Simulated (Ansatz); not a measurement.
Stepwise reaction of `C[O][In]([NH2])[NH2]` with hydrogen sulfide, as a gas-phase model of exchange steps in deposition or etching. ΔE in kJ/mol; ΔG adds harmonic PBE0-D4 terms to CCSD(T)/CBS, at 1 bar.

Program: Ansatz. Geometries: PBE0-D4/def2-TZVP. ΔE: electronic, gas phase. CBS: MP2 limit from def2 TZ/QZ plus the TZ coupled-cluster correction, frozen cores. This one scheme is used for every species. Functionals use def2-TZVPP. B3LYP here is the variant with VWN-RPA as its local correlation; programs differ in this. Elements past krypton have def2 core potentials. For In outer-core shells are correlated without core-valence functions, which leaves a few kJ/mol of doubt a bond. One conformer a species, not always the lowest.

```
step                                                  reaction  PBE-D4  B3LYP-D4  ωB97M-V  CCSD(T)/CBS  ΔG(400 K)
   2  `C[O][In]([NH2])[SH]` + H₂S → `C[O][In]([SH])[SH]` + NH₃   -86.9     -85.6    -84.2        -82.4      -71.9
```

Question: Give the row of step 1, `C[O][In]([NH2])[NH2]` + H₂S → `C[O][In]([NH2])[SH]` + NH₃. (An estimate is asked.)

Answer: Computed: 
```json
{"step": "1", "reaction": "`C[O][In]([NH2])[NH2]` + H₂S → `C[O][In]([NH2])[SH]` + NH₃", "PBE-D4": "-92.1", "B3LYP-D4": "-90.2", "ωB97M-V": "-89.2", "CCSD(T)/CBS": "-87.0", "ΔG(400 K)": "-74.8"}
```

Question: By hand: ΔE of the 2 steps together at CCSD(T)/CBS.

Answer: (-87.0) + (-82.4) = -169.4 kJ/mol, or -84.7 kJ/mol a step.

In ΔE the steps differ by no more than 4.6 kJ/mol. All are downhill at CCSD(T)/CBS. ΔG lies between -74.8 and -71.9 kJ/mol a step. PBE-D4 differs from CCSD(T)/CBS by -5.1 to -4.5 kJ/mol a step. Isolated molecules leave out the surface, adducts and barriers. Largest T1 diagnostic: 0.015.
